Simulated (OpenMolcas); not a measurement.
# d9 ions of charge +2 down a group on the Mg site of MgO

```yaml
Program: OpenMolcas 26.06
Method: SS-CASPT2, IPEA 0.25 Eh, imaginary shift 0.1 Eh
Spin-orbit_coupling: state interaction with AMFI integrals over the reference wave functions
```

The d shell is active; CASPT2 correlates the ligand valence shells and the outer metal core. Each dopant is a cluster with its nearest anions in model potentials and point charges, with no relaxation. Distances were set from a Shannon-type radius of the metal (high-spin where two are listed) plus a fixed donor radius (O 1.38 Å), in hosts weighted 0.65 to 0.35 with the host's distance in the model lattice. Ligand basis ANO-RCC-VDZP, DKH2 Hamiltonian. States (labels of O, the rotations of Oh). Energies in cm-1 above the lowest state or level, χT in cm3 K/mol; 10Dq is the gap between the two states. Spin-only χT is S(S+1) / 2 for the spin of the ground state.

```tsv
Ion	Shell	R (Å)	Metal basis	Ground state	First state of that spin	10Dq	First gap with spin-orbit (degeneracies)	χT at 300 K	Spin-only χT
Cu2+	3d9	2.108	ANO-RCC-VTZP	2E	2T2 9750	9752	9050 (4, 2)	0.520	0.375
Ag2+	4d9	2.245	ANO-RCC-VTZP	2E	2T2 20370	20370	18940 (4, 2)	0.463	0.375
```

|10Dq| changes by a factor of 20370 / 9752 = 2.09 from Cu2+ to Ag2+.

χT departs most from the spin-only value for Cu2+, by +0.145 cm3 K/mol.

Roots that are degenerate in the reference are averaged as groups; the widest CASPT2 spread within a group is 240 cm-1 (the 3-fold group of multiplicity 2 near 20400 cm-1 above the lowest state of its run, Ag2+). Shifts and gaps below about the spread of the groups concerned are not significant. Over all roots computed the reference weight is 0.71 in Cu2+, 0.69 to 0.70 in Ag2+; a low but even weight reflects the number of correlated electrons. An orbital doublet at a regular site is open to a Jahn-Teller distortion, which this geometry leaves out. Ligand-to-metal charge-transfer states are missing. A single d shell leaves out the double-shell effect, which counts most for late 3d ions, where the CASPT2 field can be off either way by tens of per cent (holds for Cu2+). With one d shell and no ligand orbital active, 10Dq can be off by tens of per cent for divalent 3d ions, low with halides held by bare charges and at times high in hosts, and the orbital part of g and χT goes as 1/10Dq (holds for Cu2+). Free-ion shares, where given, are those of the reference states; single-state CASPT2 does not remix them (holds for Cu2+). The least metal-like active orbital is 78 % on the metal (Löwdin) and no ligand orbital is active, so the numbers are rough (holds for Ag2+). With one d shell and no ligand orbital active, 10Dq can be off by a tenth or more (holds for Ag2+). No measured value stands beside these numbers; the geometry was set by hand and not optimised.
